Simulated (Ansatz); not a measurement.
Loss of CH4: C2H9BS → CH5BS + CH4

Species: C2H9BS `[BH3-][S+](C)C`, singlet; CH5BS `BSC`, singlet; CH4 (methane) `C`, singlet. This is a balance of energies; it says nothing on the path, which may need atoms to shift.

Shapes, held fixed at every level: PBE0-D4/def2-TZVP. Programs: Ansatz 0.2.0. The zero-point and thermal change to 298 K, harmonic and unscaled (PBE0-D4/def2-TZVP), is -2.8 kJ/mol.

Task: Estimate ΔH(298 K) of this reaction.

Result: The highest level, CCSD(T)/CBS estimate, gives ΔH(298 K) = -53.8 kJ/mol; the levels span -63.1 to -38.2. The column of differences is taken from that level and isn't an error. No measured value is set beside it here. The CBS estimate extrapolates MP2 from def2-TZVPP and def2-QZVPP and adds CCSD(T) − MP2 in the triple-zeta set, cores frozen. Times are processor times on shared x86 and Arm servers, and rough.

```csv
level,kind,ΔH(298 K) (kJ/mol),less CCSD(T)/CBS estimate,CPU time (sum over the molecules)
PBE-D4/def2-TZVPP,GGA,-38.2,+15.6,14 s
B3LYP-D4/def2-TZVPP,global hybrid,-58.0,-4.2,24 s
PBE0-D4/def2-TZVPP,global hybrid,-38.8,+15.0,16 s
wB97M-V/def2-TZVPP,range-separated hybrid,-50.2,+3.6,60 s
MP2/def2-TZVPP,perturbation theory,-50.9,+2.9,–
CCSD/def2-TZVPP,coupled cluster or CI,-63.1,-9.3,–
CCSD(T)/CBS estimate,coupled cluster or CI,-53.8,0.0,11 min
```
